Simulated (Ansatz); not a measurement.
AlAsH₄S. Charge 0, multiplicity 1. The bonds changed during the relaxation, so this is another structure than the one it started from. The structure was optimised at the PBE0-D4/def2-TZVP level. It is one conformer, not always the lowest.

```xyz
7

Al    0.574    0.795    0.534
As   -1.728    0.167   -0.083
S     0.050   -0.308   -1.563
H     0.970    2.290    0.201
H     1.405   -0.203    1.440
H    -1.591   -1.196    0.587
H     0.320   -1.545   -1.117
```

(1) What is the dipole moment at r2SCAN/def2-TZVPP? (Estimate.)

(2) And with PBE, B3LYP, ωB97M-V? (An estimate is asked.)

(3) Give the Mulliken charges with r2SCAN, B3LYP, ωB97M-V in def2-TZVPP. (Estimate.)

Answers

(1) The calculation gave: 1.52 D, with components (-0.38, -1.45, -0.22) D in this frame, pointing from negative to positive charge.

(2) Computed: PBE 1.50 D, B3LYP 1.41 D, ωB97M-V 1.37 D.

(3) The calculation gave: 
```csv
atom,r2SCAN,B3LYP,ωB97M-V
Al1,0.42,0.36,0.30
As2,-0.03,-0.01,-0.08
S3,-0.16,-0.18,-0.17
H4,-0.18,-0.16,-0.13
H5,-0.18,-0.15,-0.12
H6,0.00,0.00,0.04
H7,0.14,0.14,0.16
```

B3LYP here is the variant with VWN-RPA as its local correlation; programs differ in this.
